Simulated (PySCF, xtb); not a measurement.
CH9ClOSi3, SMILES C[SiH2]O[Si@H]([SiH3])Cl.

GFN2-xTB (xtb) at its own geometry gives an orbital gap of 4.31 eV and a dipole moment of 2.10 D.

The structure is a stationary point at PBE-D3(BJ)/def2-SVP. The structure was generated by enumeration; whether it is a known compound was not checked. The values are those of a single conformer.

What does PySCF with CAM-B3LYP/def2-TZVP give? (An estimate is asked for; the answer gives what the named calculation found.)

gap 9.90 eV (levels -9.24 and 0.65 eV), dipole 1.90 D.
